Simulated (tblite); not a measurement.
Species: C8H12.
SMILES with atom numbers: `[CH2:1]=[CH:2][CH2:3][C:4](=[CH2:5])/[CH:6]=[CH:7]\[CH3:8]` (hydrogens: H9, H10 on C1; H11 on C2; H12, H13 on C3; H14, H15 on C5; H16 on C6; H17 on C7; H18, H19, H20 on C8)

Computed with GFN2-xTB (tblite), gas phase: nudged elastic band of 9 images (0 to 8), spring 0.2 eV/Å², climbing image at the end, force threshold 0.05 eV/Å. No saddle search or frequency run followed, so the top image need not be a first-order saddle, and its height can exceed the method's true barrier by a kcal/mol or more.

Path: rotation about C3–C4 (allylic carbon, fully substituted alkene carbon), followed by the dihedral C2–C3–C4–C6, from -146° to -60°. Start geometry (image 0):
```
atom  x, y, z in Å
C1      3.131    0.684   -0.274
C2      2.010    0.222   -0.797
C3      0.651    0.414   -0.201
C4     -0.046   -0.901    0.065
C5      0.657   -1.984    0.396
C6     -1.496   -1.005   -0.088
C7     -2.441   -0.077    0.060
C8     -2.298    1.350    0.478
H9      4.088    0.531   -0.742
H10     3.138    1.242    0.649
H11     2.029   -0.340   -1.722
H12     0.745    0.978    0.732
H13     0.044    1.000   -0.895
H14     1.726   -1.951    0.515
H15     0.180   -2.931    0.584
H16    -1.828   -2.006   -0.338
H17    -3.465   -0.379   -0.122
H18    -3.150    1.637    1.092
H19    -2.292    2.004   -0.396
H20    -1.389    1.522    1.046
```

The first guess turns that dihedral rigidly in even steps and adds one set of random displacements (0.04 Å standard deviation a coordinate) to every inner image. Energies of the images above image 0 (eV) in the early part of the optimisation:

```tsv
iteration	1	2	3	4	5	6	7	8
0	1.291	1.302	1.326	1.358	1.386	1.398	1.393	0.012
10	0.050	0.067	0.096	0.125	0.143	0.140	0.118	0.012
20	0.035	0.053	0.082	0.111	0.127	0.124	0.103	0.012
30	0.015	0.035	0.064	0.090	0.105	0.100	0.079	0.012
40	0.010	0.028	0.053	0.071	0.076	0.067	0.048	0.012
```

Q: Where does the band end, and how far was the first guess from it?

A: Final energies, images 1 to 8: 0.005, 0.022, 0.043, 0.056, 0.056, 0.046, 0.029, 0.012 eV. The highest point drops from 1.40 eV (image 6) to 0.056 eV (image 5), by 1.34 eV. Image 5 moved by 0.08 Å rms, its dihedral from -93° to -92°. The end images are fixed. The true force on the top image ends at 0.044 eV/Å, and the largest on any image at 0.05 eV/Å; away from the top, the method drives only the force across the path to zero. The last saved iteration is 50.

What follows is the cost of the whole band run. The run took 3.0 s wall on an Arm Neoverse V2 with one thread, on a shared host, and the process peaked at 0.19 GiB of memory.
